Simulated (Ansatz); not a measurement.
System: MoO3, charge 0, multiplicity 1. 
Geometry from a B3LYP-D3(BJ)/def2-TZVP (Ansatz, a quantum-chemistry and plane-wave program) optimisation:
```xyz
4

Mo     0.1150    -0.0934    -0.1301
O     -1.3111    -1.0045     0.0855
O     -0.2554     1.4536    -0.7464
O      0.9630     0.0413     1.3440
```

Total electronic energies in hartree. Cores are frozen in the correlated levels unless marked. No spin-orbit coupling. The frozen core is the preceding noble-gas configuration, with the filled d and f shells of earlier blocks. In def2 rows, elements after Kr have scalar-relativistic effective core potentials. STO-3G rows are all-electron and non-relativistic. CBS marks a two-point X^-3 extrapolation of the correlation energy; Hartree-Fock from the larger set. The bracket is a focal-point correction in the basis named.

The Hartree-Fock reference is unstable (checked in the largest basis), which strains HF and MP2. The T1 diagnostic of CCSD in the largest basis is 0.034, which is high, so the coupled-cluster rows are less sure than usual.

```tsv
level	program	energy (Eh)
HF/STO-3G	Ansatz	-4157.48708
RI-HF/def2-TZVPPD	Ansatz	-292.17989
RI-HF/def2-QZVPP	Ansatz	-292.19259
r2SCAN-D3(BJ)/def2-TZVPD	Ansatz + dftd3	-294.00166
r2SCANh-D4/def2-TZVPD	Ansatz + dftd4	-293.94698
r2SCAN0-D4/def2-TZVPD	Ansatz + dftd4	-293.86695
wB97X/def2-TZVPD	Ansatz	-293.95987
B2GP-PLYP-D4/def2-TZVPD	Ansatz + dftd4	-293.66840
MP2/def2-TZVPP	Ansatz	-293.24816
RI-MP2/CBS(def2-TZVPPD,def2-QZVPPD)	Ansatz	-293.3714
SCS-MP2/def2-TZVPP	Ansatz	-293.18887
CCSD/def2-SVP	Ansatz	-292.65058
CCSD/def2-TZVPP	Ansatz	-293.14000
CCSD/def2-TZVPPD	Ansatz	-293.14664
RI-MP2/CBS(def2-TZVPPD,def2-QZVPPD)+[CCSD(T)-MP2]/def2-TZVPPD	Ansatz	-293.3397
```

Totals of different functionals don't rank their quality; only differences between species are comparable.
